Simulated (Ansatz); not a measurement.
C₂H₅NSeSi (`N=C=C([SiH3])[SeH]`). Charge 0, multiplicity 1. All single points use the PBE0-D4/def2-TZVP geometry. It is one conformer, not always the lowest.

```xyz
10

N    -0.587    0.703    2.407
C    -0.141    0.300    1.353
C     0.390   -0.002    0.196
Si   -0.403    0.397   -1.426
Se    2.131   -0.815    0.227
H    -1.212    0.101    2.933
H     0.463    1.321   -2.201
H    -1.729    1.025   -1.184
H    -0.582   -0.853   -2.210
H     1.670   -2.176   -0.097
```

What is the dipole moment at ωB97M-V/def2-TZVPP? (Best estimate.)

Computed: 1.96 D, with components (-1.29, -1.40, 0.47) D in this frame, pointing from negative to positive charge.

And with PBE, r2SCAN, B3LYP? (Estimate.)

The calculation gave: PBE 1.87 D, r2SCAN 1.95 D, B3LYP 1.89 D.

Give the Mulliken charges with ωB97M-V, B3LYP, PBE in def2-TZVPP. (Estimate.)

Ansatz gave: 
```
atom  ωB97M-V  B3LYP    PBE
  N1    -0.20  -0.19  -0.15
  C2     0.20   0.15   0.06
  C3    -0.35  -0.29  -0.20
 Si4     0.21   0.30   0.22
 Se5    -0.03  -0.01  -0.04
  H6     0.17   0.19   0.20
  H7    -0.02  -0.06  -0.04
  H8    -0.02  -0.06  -0.05
  H9    -0.03  -0.07  -0.05
 H10     0.07   0.04   0.05
```

B3LYP here is the variant with VWN-RPA as its local correlation; programs differ in this.
